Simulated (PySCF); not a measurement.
CH2N, SMILES C=[N], multiplicity 2. Geometry optimised at PBE-D3(BJ)/def2-TZVPD. The isomer is the one that the SMILES or the coordinates give; other isomers of the formula were not compared.

Computed equilibrium geometry at PBE-D3(BJ)/def2-TZVPD (PySCF confirms it by a frequency run) as bond lengths and angles, and its point group:
point group C2v.
Atoms: C1 N2 H3 H4. Bonded distances (Å): C1–N2 1.245, C1–H3 1.109, C1–H4 1.109. Angles (°): N2–C1–H3 121.8, N2–C1–H4 121.8, H3–C1–H4 116.3.
Charge 0, spin multiplicity 2.
